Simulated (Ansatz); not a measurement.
Basis-set extrapolation for C$_{2}$H$_{6}$SSi (`C[Si]SC`) (PBE0-D4/def2-TZVP geometry, frozen core, Ansatz). Multiplicity 1, RHF reference.

|  | def2-TZVPP | def2-QZVPP |
| --- | --- | --- |
| HF | -765.736296 | -765.759968 |
| MP2 correlation | -0.635821 | -0.682235 |
| CCSD(T) correlation | -0.719680 | -0.761389 |

Energies in hartree. Use E(X) = E(∞) + A·exp(−7.88·√X) for Hartree–Fock and E(X) = E(∞) + B·X^(−2.97) for correlation, with X = 3 and 4.

Problem. What is the CCSD(T) energy at the basis-set limit?

Solution. HF limit: -765.759968 + (-0.023672) × 0.13774 = -765.76323. Correlation limit: -0.761389 + (-0.041709) × 0.74074 = -0.79228. Total: -766.55551 hartree, 62.5 kcal/mol below CCSD(T)/def2-TZVPP.
